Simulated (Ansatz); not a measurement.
`O=C=NB(F)Cl` + `C=N` → `C=NB(F)Cl` + `N=C=O` at 298.15 K and 1 bar (ligand exchange at a B–N bond).

Gas-phase electronic energies from Ansatz, PBE0-D4/def2-TZVP geometries. CBS: MP2 limit from def2 TZ/QZ plus the TZ coupled-cluster correction, frozen cores. This one scheme is used for every species. Each species was taken in one conformer, which may not be the lowest.

| species | CCSD(T)/CBS energy (Eh) | H − E (kJ/mol) | S (J/(mol·K)) |
| --- | --- | --- | --- |
| `O=C=NB(F)Cl` | -752.42964 | 76.1 | 332.3 |
| `C=N` | -94.52360 | 115.3 | 227.0 |
| `C=NB(F)Cl` | -678.42235 | 119.6 | 317.9 |
| `N=C=O` | -168.51995 | 67.5 | 238.3 |

H − E and S are ideal-gas, rigid-rotor, harmonic terms from PBE0-D4/def2-TZVP, for one conformer and one mirror image of each species. 1 Eh = 2625.50 kJ/mol, R = 8.31446 J/(mol·K).

Problem. By hand: ΔE, ΔH, ΔS and ΔG.

Solution. ΔE = (-678.42235) + (-168.51995) − (-752.42964) − (-94.52360) = 0.01094 Eh = 28.7 kJ/mol. Δ(H − E) = 119.6 + 67.5 − 76.1 − 115.3 = -4.3, so ΔH = 24.4 kJ/mol. ΔS = 317.9 + 238.3 − 332.3 − 227.0 = -3.1 J/(mol·K). ΔG = 24.4 − 298.15 × (-3.1)/1000 = 25.3 kJ/mol.

Problem. By hand: the equilibrium constant, and the temperature at which ΔG would vanish if ΔH and ΔS stayed fixed.

Solution. log₁₀ K = −ΔG/(RT ln 10) = -4.4. ΔH and −TΔS have one sign here, so there is no such temperature.

The number of gas molecules stays the same, so ΔS is small and ΔH decides. A doubt of 5 kJ/mol in ΔE shifts log₁₀ K by 0.9 here. Other conformers and mirror images would add mixing entropy, several J/(mol·K) or more a flexible species. These are equilibria of isolated gas molecules and say nothing of rates. Largest T1 diagnostic: 0.018 (customary marks: 0.02 for closed shells, 0.045 for open ones).

ΔS is within the doubt of such terms, so its sign, and with it that verdict, could turn.
